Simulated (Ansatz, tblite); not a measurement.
Cost and result up the ladder for BCl₃ (4 atoms). Total charge 0; singlet. Geometry: PBE-D4/def2-TZVP.

```csv
atom,x (Å),y (Å),z (Å)
B1,0.000,0.000,0.000
Cl2,-0.976,0.871,-1.159
Cl3,0.335,-1.698,-0.240
Cl4,0.641,0.828,1.400
```

Ansatz on 2 threads of Intel Xeon Platinum 8259CL on a shared host; xTB runs through tblite on one thread. Times are rough, summed over both states, and most runs start from the orbitals of an earlier one. PBE0-D4/def2-TZVP serves as the yardstick here, not as an exact answer. The other state is a triplet.

The xTB rows come from tblite.

xTB has no spin-polarisation term.

| level | functions | wall time | vertical triplet (eV) | difference from PBE0-D4/def2-TZVP (eV) |
| --- | --- | --- | --- | --- |
| GFN1-xTB | 31 | 0.014 s | 5.85 | 0.39 |
| GFN2-xTB | 31 | 0.016 s | 4.96 | -0.50 |
| PBE-D4/def2-TZVP (with forces) | 142 | 5 s | 5.02 | -0.43 |
| PBE0-D4/def2-TZVP | 142 | 8 s | 5.45 | 0.00 |
| r2SCAN-D4/def2-TZVP (with forces) | 142 | 9.3 s | 5.18 | -0.27 |
